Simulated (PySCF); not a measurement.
An unknown is described by computed data only.

Formula: C6H11FO2Si.

| Item | Value |
| --- | --- |
| NMR, other nuclei | isotropic shieldings of nuclei other than C and H, by class: -466 (1 O), 237 (1 O), 333 (1 F), 409 (1 Si) ppm [GIAO PBE0/pcSseg-1] |
| 13C NMR | chemical shifts (computed TMS as zero) by class: 228.2 (1 C), 139.1 (1 C), 133.7 (1 C), 72.0 (1 C), 28.4 (1 C), 27.9 (1 C) ppm [GIAO PBE0/pcSseg-1] |
| Rotational structure | rotational constants A, B, C: 1.791, 0.678, 0.539 GHz [GFN2-xTB] |
| 1H NMR | chemical shifts (computed TMS as zero) by class: 7.40 (1 H), 6.63 (1 H), 5.86 (1 H), 4.67 (1 H), 4.62 (1 H), 1.51 (3 H), 1.44 (3 H) ppm [GIAO PBE0/pcSseg-1] |
| Dipole | 3.96 D [PBE0/pcSseg-1] |

Electronic properties: PySCF, gas phase, density fitting. Levels stand in brackets. Isolated species at its GFN2-xTB geometry (one conformer only). Each NMR value is the plain mean over a class of atoms that symmetry, rotation or inversion makes alike.

**Question.** Propose a structure and show how it fits.

**Answer.** Numbering: `[CH2:1]=[CH:2][C:3](=[O:4])[Si@@H:5]([F:6])[O:7][CH:8]([CH3:9])[CH3:10]`. Its formula, C6H11FO2Si, gives 2 degrees of unsaturation: 0 rings and 2 π bonds in the structure found. 6 carbons fall into 6 classes; from least to most shielded: carbonyl carbon [C3] (228.2 ppm), alkene CH carbon [C2] (139.1 ppm), terminal =CH2 carbon [C1] (133.7 ppm), sp3 carbon bound to oxygen [C8] (72.0 ppm), methyl carbon [C10] (28.4 ppm), methyl carbon [C9] (27.9 ppm). Hydrogen classes from least to most shielded: 1 H on an alkene CH carbon, C2 (7.40 ppm), 1 H on a terminal =CH2 carbon, C1 (6.63 ppm), 1 H on a terminal =CH2 carbon, C1 (5.86 ppm), 1 H on a fluorine-bound silicon, Si5 (4.67 ppm), 1 H on an sp3 carbon bound to oxygen, C8 (4.62 ppm), 3 H on a methyl carbon, C10 (1.51 ppm), 3 H on a methyl carbon, C9 (1.44 ppm, a mean of values up to 0.7 ppm apart in this geometry). The other shieldings belong to: -466 ppm, carbonyl oxygen [O4]; 237 ppm, silyl ether oxygen [O7]; 333 ppm, silicon-bound fluorine [F6]; 409 ppm, fluorine-bound silicon [Si5]. The optimised geometry has point group C1 and is an asymmetric top. Structure: `CC(O[Si@H](F)C(=O)C=C)C`. Computed isomers that give other values at the same levels: `C=C(O[SiH2][C@H](C)F)C(C)=O` (13C chemical shifts (computed TMS as zero) by class: 203.4 (1 C), 160.0 (1 C), 110.6 (1 C), 87.9 (1 C), 25.6 (1 C), 20.4 (1 C) ppm); `CC/C([SiH3])=C(/OC)C(=O)F` (13C chemical shifts (computed TMS as zero) by class: 170.3 (1 C), 160.3 (1 C), 151.1 (1 C), 58.8 (1 C), 28.9 (1 C), 16.9 (1 C) ppm); `COC[Si@@H]1COC=C[C@@H]1F` (13C chemical shifts (computed TMS as zero) by class: 160.0 (1 C), 102.1 (1 C), 76.4 (1 C), 65.8 (1 C), 63.6 (1 C), 56.7 (1 C) ppm). The assignments are read from this structure; whether some other isomer fits the data as well wasn't checked. The mirror image fits equally.

Shape of the structure used: `[CH2:1]=[CH:2][C:3](=[O:4])[Si@@H:5]([F:6])[O:7][CH:8]([CH3:9])[CH3:10]`: C1–C2–C3–O4 -4°, C2–C3–Si5–F6 -97°, C3–Si5–O7–C8 -179°, Si5–O7–C8–C9 155°.
